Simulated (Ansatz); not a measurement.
**Question.** Name a neutral molecule of B, C, Cl, Ge, O and H with LUMO energy (B3LYP/def2-TZVPP) between -1.80 and -1.50 eV and HOMO–LUMO gap (ωB97M-V/def2-TZVPP) between 10.50 and 10.80 eV (Ansatz, PBE0-D4/def2-TZVP geometry).

**Answer.** `ClBC[O][GeH3]` (-1.65 eV, 10.53 eV). Other molecules can fit too; these were computed, each in one conformer that needn't be the lowest.

B3LYP here is the variant with VWN-RPA as its local correlation; programs differ in this.
